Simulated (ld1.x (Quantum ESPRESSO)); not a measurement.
**An all-electron radial function and its pseudo partner (O)**

Columns: radius, all-electron u(r) and pseudo u(r) of the 2p shell (level -9.03 eV) of oxygen in the configuration [He] 2s2 2p4; PBE, scalar-relativistic, RRKJ scheme, ld1.x (Quantum ESPRESSO) 7.5.

```tsv
r (bohr)	all-electron	pseudo
0.072	0.0595	0.0228
0.145	0.1847	0.0897
0.217	0.3230	0.1915
0.290	0.4548	0.3192
0.362	0.5666	0.4553
0.435	0.6589	0.5889
0.507	0.7297	0.7040
0.580	0.7823	0.7948
0.652	0.8171	0.8551
0.725	0.8376	0.8876
0.798	0.8457	0.8957
0.870	0.8439	0.8861
0.942	0.8345	0.8653
1.015	0.8188	0.8381
1.088	0.7986	0.8087
1.160	0.7754	0.7796
1.232	0.7498	0.7511
1.305	0.7224	0.7226
1.378	0.6939	0.6939
1.450	0.6654	0.6654
1.522	0.6369	0.6369
1.595	0.6081	0.6081
1.668	0.5798	0.5798
1.740	0.5525	0.5525
1.812	0.5260	0.5260
1.885	0.4999	0.4999
```

Q: How many radial nodes do the two functions have?

A: The all-electron 2p function has n − l − 1 = 0; the pseudo-wave has 0.

Q: At about which radius was the pseudo-wave matched?

A: 1.45 bohr. The columns agree to 0.0005 from 1.30 bohr on; several derivatives are matched, so the curves merge somewhat inside the radius.

Q: Is the pseudo-wave norm-conserving?

A: Yes: the RRKJ scheme keeps the norm inside the radius equal to the all-electron one, which fixes the energy derivative of the logarithmic derivative at the level.
